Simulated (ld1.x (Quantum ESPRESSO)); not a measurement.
**An all-electron radial function and its pseudo partner (Pb (Z = 82))**

Columns: radius, all-electron u(r) and pseudo u(r) of the 6p shell (level -9.87 eV) of lead in the configuration [Xe] 4f14 5d10 6s2 6p1; Wu–Cohen, scalar-relativistic, TM scheme, ld1.x (Quantum ESPRESSO) 7.5.

| r (bohr) | all-electron | pseudo |
| --- | --- | --- |
| 0.128 | -0.1296 | 0.0022 |
| 0.255 | 0.1314 | 0.0089 |
| 0.382 | 0.1449 | 0.0202 |
| 0.510 | -0.0655 | 0.0366 |
| 0.638 | -0.2391 | 0.0585 |
| 0.765 | -0.2976 | 0.0862 |
| 0.893 | -0.2583 | 0.1206 |
| 1.020 | -0.1597 | 0.1616 |
| 1.148 | -0.0333 | 0.2098 |
| 1.275 | 0.0968 | 0.2639 |
| 1.402 | 0.2189 | 0.3229 |
| 1.530 | 0.3276 | 0.3850 |
| 1.658 | 0.4193 | 0.4466 |
| 1.785 | 0.4932 | 0.5039 |
| 1.912 | 0.5510 | 0.5541 |
| 2.040 | 0.5946 | 0.5949 |
| 2.168 | 0.6250 | 0.6249 |
| 2.295 | 0.6440 | 0.6440 |
| 2.422 | 0.6534 | 0.6534 |
| 2.550 | 0.6546 | 0.6546 |
| 2.678 | 0.6491 | 0.6491 |
| 2.805 | 0.6381 | 0.6381 |
| 2.932 | 0.6225 | 0.6225 |
| 3.060 | 0.6033 | 0.6033 |
| 3.188 | 0.5814 | 0.5814 |
| 3.315 | 0.5577 | 0.5577 |

Question: How many radial nodes do the two functions have?

Answer: The all-electron 6p function has n − l − 1 = 4 (the table is too coarse to show those close to the nucleus); the pseudo-wave has 0, since the states of the same l below it are removed with the core.

Question: At about which radius was the pseudo-wave matched?

Answer: 2.55 bohr. The columns agree to 0.0005 from 2.04 bohr on; several derivatives are matched, so the curves merge somewhat inside the radius.

Question: Is the pseudo-wave norm-conserving?

Answer: Yes: the TM scheme keeps the norm inside the radius equal to the all-electron one, which fixes the energy derivative of the logarithmic derivative at the level.
